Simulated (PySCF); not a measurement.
# Ionisation energy of Ce(49+) by level of theory

Ce(49+) [He] 2s2 2p5 (2P) → Ce(50+) [He] 2s2 2p4 (3P), as a difference of total energies. All numbers are calculated (PySCF 2.14, scalar relativity by spin-free X2C-1e, in an even-tempered Gaussian basis (17 s from 25 bohr⁻², ratio 2.5; 11 p from 32 bohr⁻², ratio 2.5; 5 d from 130 bohr⁻², ratio 2.7; 4 f from 200 bohr⁻², ratio 2.7)). Correlated levels: nothing frozen; virtual orbitals above 40 to 60 times the deepest correlated orbital energy dropped. The calculations carry no spin-orbit coupling.

| method | ionisation energy (eV) |
| --- | --- |
| UHF | 9420.4 |
| MP2 (all electrons) | 9422.1 |
| SCS-MP2 (all electrons) | 9422.0 |
| CCSD (all electrons) | 9422.0 |
| CCSD(T) (all electrons) | 9422.0 |

Spin-orbit coupling is strong in these open shells (close to jj coupling). The scalar numbers leave it out and a first-order estimate fails, so it can dominate the gap to the real levels.

For this ion Breit and QED terms and the two-electron picture change, all absent here, outweigh the differences among the correlated methods.

For comparison: 9269 ± 4 eV (theoretical estimate listed by NIST; NIST Atomic Spectra Database, ionization energies).
